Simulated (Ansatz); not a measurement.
The same path of H5NSSi2 (9 atoms, charge 0, multiplicity 1) was run twice with different band settings. The coordinate that changes most is the dihedral S4–Si2–Si3–H9.

Level of theory: Ansatz, RKS r2SCANh/def2-SVP.

Relaxed end points:

```xyz
9
Properties=species:S:1:pos:R:3
N -0.484 1.616 -0.660
Si -0.007 0.016 -0.971
Si 0.332 -1.104 1.060
S 0.222 -0.757 -2.754
H -0.682 2.273 -1.407
H -0.600 2.009 0.266
H 1.745 -1.572 1.125
H -0.581 -2.279 1.122
H 0.057 -0.202 2.220
```

```xyz
9
Properties=species:S:1:pos:R:3
N -1.409 0.379 -1.072
Si 0.274 0.389 -0.848
Si 0.781 -0.501 1.261
S 1.576 1.045 -2.154
H -1.844 0.723 -1.922
H -2.074 0.036 -0.389
H 1.649 -1.699 1.081
H -0.463 -0.897 1.988
H 1.511 0.526 2.055
```

Common settings: spring 5.0 eV/Å²; optimiser quadratic models (default); start path IDPP; force threshold 0.05 eV/Å; iteration limit 60; end points relaxed.

| run | movable images | climbing image |
| --- | --- | --- |
| 1 | 5 | yes |
| 2 | 8 | no |

**Question.** What does each run give, and how far can it be trusted?

**Answer.** Run 1: converged after 4 iterations, highest image 0.017 eV above the first end. A vibrational analysis at the climbing image gives one clearly imaginary mode, 65i cm⁻¹: a first-order saddle point.
Run 2: converged after 4 iterations, highest image 0.017 eV above the first end. No image climbed, so the highest image needn't sit at the top of the path.
